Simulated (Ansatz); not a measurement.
Born–Oppenheimer molecular dynamics of CH$_{6}$B$_{2}$FN (11 atoms, charge 0, multiplicity 1). It starts at the highest image of a converged band. Of that band: The profile has 2 maxima (images 3, 6) with wells between them (image 5): this band takes more than one step, which may be the mechanism or a detour left from its start path. A vibrational analysis at the climbing image gives one clearly imaginary mode, 271i cm⁻¹: a first-order saddle point.

Theory: RKS r2SCAN-D4/def2-SVP (Ansatz 0.2.0).

```yaml
ensemble: NVE (velocity Verlet)
time_step: 0.5 fs
steps_asked: 200
starting_velocities_drawn_for: 100 K
seed: 3395
```

First frame:

```xyz
11
Properties=species:S:1:pos:R:3
B -1.755 1.132 0.123
B -0.756 -0.178 -0.096
C 0.749 -0.078 0.098
N 1.646 -1.109 0.358
F 1.295 1.115 0.506
H -2.528 1.137 1.057
H -1.788 2.104 -0.597
H -1.120 -1.257 -0.517
H 0.497 0.120 -1.072
H 1.263 -2.039 0.232
H 2.562 -1.004 -0.072
```

How far do the bonds stretch over the last three quarters of this one trajectory? (Pairs bonded in most of those frames.)


```
  bond  mean (Å)  spread (Å)  shortest  longest
 B1–B2     1.647       0.010      1.63     1.66
 B1–H6     1.212       0.016      1.19     1.24
 B1–H7     1.215       0.029      1.17     1.26
 B2–C3     1.582       0.014      1.55     1.61
 B2–H8     1.216       0.006      1.20     1.23
 C3–N4     1.405       0.017      1.37     1.44
 C3–F5     1.437       0.024      1.39     1.46
 C3–H9     1.120       0.027      1.08     1.18
N4–H10     1.013       0.008      1.00     1.03
N4–H11     1.014       0.007      1.00     1.03
```

Mean temperature of the second half: 124 K. The conserved energy stayed within 0.063 meV per atom of its start (net change 0.026 meV per atom), so the integration is sound. A run of 0.1 ps of so small a system gives no equilibrium averages. The orbitals stay closed-shell, which can raise the energy where a bond breaks towards radicals; this wasn't checked here.

Time of the run: 3.2 min on 2 threads of AMD EPYC 9R45 96-Core Processor (Zen 5), with other jobs on the host, peak memory 0.17 GiB.
